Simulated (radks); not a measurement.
Species: In2+. Configuration: [Ar] 3d10 4s2 4p5 4d10 5s1 6s1 (not the ground configuration).

Calculated with a radial shooting solver on a logarithmic mesh with Libxc functionals: scalar-relativistic Kohn-Sham, PBEsol, spin-unpolarised, spherical densities, point nucleus.

Energy parts (hartree):
part                        energy
total                  -5874.66711
kinetic                 6122.95852
electron-nucleus      -14155.78725
Hartree                 2313.81606
exchange-correlation    -155.65444

Orbitals (lengths in bohr, moments of r in powers of bohr; r(max) is where P^2 peaks):
orbital	occ.	eigenvalue (hartree)	r(max)	<r^2>	<r>
1s	2	-1020.667	0.01923	0.001195	0.02972
2s	2	-153.8511	0.1086	0.01949	0.1286
2p	6	-138.2420	0.08693	0.01537	0.1122
3s	2	-30.14950	0.3157	0.1391	0.3488
3p	6	-25.03735	0.3089	0.1399	0.3472
3d	10	-17.09342	0.2581	0.1250	0.3243
4s	2	-5.51844	0.7674	0.8027	0.8423
4p	5	-3.97950	0.8121	0.9481	0.9112
4d	10	-1.74414	0.9163	1.466	1.115
5s	1	-1.07961	1.935	5.331	2.177
6s	1	-0.41018	4.646	25.93	4.839

The highest occupied level is 6s at -11.161 eV. Summed over all electrons, <r^2> = 54.77 bohr^2, which gives a Langevin (diamagnetic) susceptibility term of -43.4 x 10^-6 cm^3/mol. The density falls to 0.001 e/bohr^3 at r = 4.95 bohr.

Run on one thread of a shared host, so times are rough (Arm Neoverse V2): 0.12 s of CPU time, 0.12 s wall, 15 iterations on 2587 mesh points.
